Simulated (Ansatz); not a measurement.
Zn₄H₁₄Se₄, relaxed as a singlet with RKS r2SCAN-D4/def2-SVP in Ansatz, starting from the GFN1-xTB geometry. Force threshold 0.03 eV/Å.

In the singlet geometry the species has come apart into loosely held pieces.

Start:

```xyz
22

Zn    1.254   -1.615    2.423
Se   -0.712   -2.402    0.498
Zn   -0.526    2.582    1.758
Se    1.193    0.673    1.070
Se   -2.241    1.235   -0.096
Zn   -1.670   -0.942   -1.491
Zn    2.815    1.029   -1.006
Se    0.648   -0.125   -2.479
H     0.265   -1.561    3.638
H     2.386   -2.549    1.869
H    -1.953   -2.909    1.011
H    -0.456   -3.616   -0.225
H    -1.334    2.158    3.034
H    -0.311    3.859    0.873
H     2.187    1.237    1.954
H    -3.525    0.838    0.408
H    -2.836    2.018   -1.142
H    -2.719   -1.535   -2.428
H     3.777   -0.198   -1.168
H     2.643    2.474   -1.596
H     0.955   -1.266   -3.295
H     0.159    0.615   -3.608
```

Task: Estimate the energy that the relaxation releases and the steps that it takes.

Result: 2.01 eV, in 34 steps; 2.7 min on 2 threads of AMD EPYC 7R13 on a shared host and a share (18 GiB) of an NVIDIA H100 80GB HBM3. The force fell under the threshold at step 28, but the optimiser went on and released 0.011 eV more. No frequencies were taken in this run, so the end may be a saddle point.

Task: Does the start keep its bonding and symmetry?

Result: Bonds lost: Zn1–Se2, Zn3–Se5, Zn7–Se8 (atoms count from 1). The end holds 2 separate pieces.

Task: Predict the relaxed structure.

Result: 
```
atom   x (Å)   y (Å)   z (Å)
 Zn1   1.912  -1.718   1.586
 Se2  -1.420  -1.625   1.136
 Zn3  -0.732   1.729   2.380
 Se4   1.434   0.821   1.260
 Se5  -1.492   1.710  -0.925
 Zn6  -1.489  -0.836  -1.316
 Zn7   2.164   1.868  -1.011
 Se8   0.998  -1.158  -1.909
  H9   2.873  -1.940   2.781
 H10   1.040  -2.363   0.421
 H11  -2.888  -1.514   1.320
 H12  -1.541  -3.056   0.765
 H13  -1.862   0.928   1.595
 H14  -0.383   2.767   3.477
 H15   2.449   1.391   2.152
 H16  -2.960   1.757  -0.717
 H17  -1.652   2.031  -2.365
 H18  -2.562  -1.446  -2.261
 H19   3.555   2.537  -0.874
 H20   0.925   1.514  -1.944
 H21   0.845  -2.601  -2.217
 H22   0.786  -0.797  -3.332
```
Bond lengths (bridged metal pairs left out): 6 × Se–Zn 2.58 to 2.60 Å; 7 × H–Zn 1.55 to 1.59 Å; 7 × H–Se 1.47 to 1.48 Å.
